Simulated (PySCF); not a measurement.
**Dipole moment and polarisability of `CC1(C(=O)F)CC1`**

Species: C5H7FO.
Geometry (GFN2-xTB, Å), atoms numbered from 1 in this order:
```
atom  x, y, z in Å
C1    -0.3905   -1.4224   -0.4985
C2     0.1440   -0.0966   -0.0062
C3     1.5899   -0.1065    0.2348
O4     2.3685   -0.9867    0.0981
F5     2.0474    1.1103    0.6815
C6    -0.4776    1.1935   -0.5066
C7    -0.7156    0.7681    0.8965
H8    -0.1906   -2.2042    0.2316
H9     0.0951   -1.7015   -1.4315
H10   -1.4624   -1.3615   -0.6644
H11   -1.2756    1.0925   -1.2257
H12    0.1755    2.0338   -0.6856
H13   -1.6811    0.3675    1.1642
H14   -0.2276    1.3133    1.6897
```

Level: CAM-B3LYP/def2-SVPD (PySCF), static field, nuclei fixed, core orbitals frozen in the response. The polarisability tensor in these axes (au):

```
x   64.36 -5.47  0.45
y   -5.47 63.82  2.71
z    0.45  2.71 52.73
```

Give the principal values, the mean and the anisotropy Δα = √{½[(α1 − α2)² + (α2 − α3)² + (α1 − α3)²]}.

Principal values 51.84, 59.37 and 69.72 au; mean 60.31 au = 8.94 Å³ = 9.94 × 10⁻⁴⁰ C²·m²/J; Δα = 15.55 au (26 % of the mean).

What is the dipole moment, and where does it point?

(-3.54, 0.67, -0.39) D, 3.62 D in size, pointing from the negative to the positive side. Measured along this direction, the outermost atoms are O4 at the negative end and H13 and H11 at the positive end.

Traceless (Buckingham) quadrupole moment about the centre of nuclear charge: eigenvalues?

-5.54, 0.98, 4.55 D·Å. The values depend on the origin, since the dipole doesn't vanish. The electronic extent ⟨r²⟩ about the same centre is 699 bohr², a root-mean-square distance of 1.90 Å for the 54 electrons.

What molar refraction does this α imply?

Lorentz–Lorenz: R = (4π/3)N_A α = 2.5225 cm³/(mol·Å³) × 8.94 Å³ = 22.5 cm³/mol, in the limit of long wavelengths.

How large is μ²/3kT at 350 K beside α?

In Gaussian units μ²/3kT = 90.62 Å³ against 8.94 Å³, a ratio of 10.14; the Debye molar polarisation (4π/3)N_A(α + μ²/3kT) is 251.1 cm³/mol, leaving out the vibrational part.

Geometry: GFN2-xTB, one conformer, isolated molecule.
